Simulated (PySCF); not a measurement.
Atom-mapped SMILES (the numbers label the heavy atoms): `[CH2:1]1[CH2:2][CH2:3][C:4]2([CH2:5][CH2:6]1)[CH2:7][CH2:8]2` (H(Xn): hydrogen on atom n).

GIAO PBE0/pcSseg-1 shifts (PySCF 2.14, gas phase, non-relativistic, equivalent atoms averaged), each against references optimised in the same way as the molecule (TMS).

On the GFN2-xTB geometry: C3/C5 39.6, C1 30.5, C2/C6 29.8, C4 21.2, C7/C8 14.6, H(C2)/H(C6) 1.58, H(C1) 1.52, H(C3)/H(C5) 1.28, H(C7)/H(C8) 0.23 ppm.

What changes on the PBE0-D3(BJ)/def2-SVP geometry?

Results:


```json
{"atoms": "C3/C5", "δ (ppm)": "38.1", "change": "-1.5"}
{"atoms": "C1", "δ (ppm)": "28.6", "change": "-1.9"}
{"atoms": "C2/C6", "δ (ppm)": "27.7", "change": "-2.1"}
{"atoms": "C4", "δ (ppm)": "18.2", "change": "-3.0"}
{"atoms": "C7/C8", "δ (ppm)": "14.6", "change": "+0.0"}
{"atoms": "H(C2)/H(C6)", "δ (ppm)": "1.44", "change": "-0.14"}
{"atoms": "H(C1)", "δ (ppm)": "1.39", "change": "-0.13"}
{"atoms": "H(C3)/H(C5)", "δ (ppm)": "1.11", "change": "-0.17"}
{"atoms": "H(C7)/H(C8)", "δ (ppm)": "0.21", "change": "-0.02"}
```

Bonds between heavy atoms that differ most (equivalent bonds averaged): C2–C3 1.528 → 1.526 Å. Mean change of bonds to hydrogen: C–H +0.012 Å.
